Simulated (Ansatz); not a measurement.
CH₇SbSi, SMILES `[CH3][SbH][SiH3]`, relaxed with RKS PBE-D4/def2-SVP in Ansatz from a rough embedded geometry. The force threshold is 0.03 eV/Å; the program also tests the step.

Charge 0, multiplicity 1. Sb: def2 effective core potential.

Start:

```xyz
10

C     0.255   -1.565   -0.392
Sb   -0.716    0.069   -1.322
Si    0.198    1.619    0.402
H     0.044   -1.623    0.743
H     1.359   -1.544   -0.593
H    -0.091   -2.575   -0.859
H    -2.193   -0.217   -0.365
H    -0.547    2.913    0.401
H     1.662    1.871    0.213
H     0.028    1.052    1.773
```

(1) How much energy does the relaxation release, and in how many steps? (An estimate is asked.)

(2) Which bonds change most? (An estimate is asked.)

(3) Give the relaxed structure. (An estimate is asked.)

## Answers

(1) Computed: 23.84 kJ/mol, in 4 steps.

(2) Computed: Sb2–Si3 from 2.492 to 2.601 Å; C1–Sb2 from 2.117 to 2.209 Å; C1–H6 from 1.165 to 1.107 Å; C1–H4 from 1.155 to 1.105 Å.

(3) Computed: 
```xyz
10

C     0.273   -1.681   -0.399
Sb   -0.735    0.041   -1.346
Si    0.176    1.679    0.458
H     0.098   -1.692    0.692
H     1.359   -1.607   -0.601
H    -0.115   -2.615   -0.849
H    -2.179   -0.159   -0.404
H    -0.552    2.995    0.405
H     1.638    1.939    0.202
H     0.038    1.100    1.843
```
